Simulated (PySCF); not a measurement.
# Computed properties of C5H6O2, SMILES CC=C1OC=CO1

C5H6O2, SMILES CC=C1OC=CO1. Geometry optimised at B3LYP-D3(BJ)/def2-SVP. One conformer was computed; it need not be the lowest. All values are computed for the isolated molecule unless a solvent is named; none is compared with measurement here.

**Structure.** The optimised structure has Cs symmetry. All 33 harmonic modes at B3LYP-D3(BJ)/def2-SVP (PySCF) are real, so it is a minimum. With heavy atoms numbered as in [CH3:1][CH:2]=[C:3]1[O:4][CH:5]=[CH:6][O:7]1, the shortest bond between them is C5–C6 at 1.335 Å and the longest C1–C2 at 1.500 Å.

**Vibrations.** The strongest infrared lines (harmonic, unscaled, degenerate partners summed) lie at 1812 cm⁻¹ (362 km/mol, C 95 %), 1204 cm⁻¹ (210 km/mol, O 40 %, H 30 %, C 30 %), 1300 cm⁻¹ (91 km/mol, H 64 %, C 30 %). The softest mode is at 121 cm⁻¹ and the zero-point energy is 63.5 kcal/mol.

**Electronic structure.** PBE0/def2-TZVP (PySCF) places the frontier levels at -5.45 and 0.39 eV, a gap of 5.84 eV, and gives a dipole moment of 1.82 D and a mean polarisability of 65.5 bohr³. PBE/def2-TZVP (PySCF) at the same geometry gives -4.35 and -0.64 eV, so its gap is 2.13 eV narrower. An orbital gap is neither the optical nor the fundamental gap.

**Excitations.** TDA-CAM-B3LYP/def2-SVPD (PySCF) has S1 at 5.29 eV (234 nm, f = 0.021, weak); the most intense of the 10 singlets computed lies at 6.68 eV (f = 0.48). T1 (TDA) is at 3.67 eV, 1.62 eV under S1. TDA-PBE/def2-SVPD (PySCF) puts S1 at 4.22 eV. No vertical singlet excitation falls in the visible range (under 3.1 eV).

**NMR.** GIAO shifts at PBE0/pcSseg-1 (PySCF) (non-relativistic, atoms alike by connectivity averaged): ¹³C from 13.6 to 169.1 ppm against TMS; ¹H from 2.1 to 6.9 ppm against TMS.
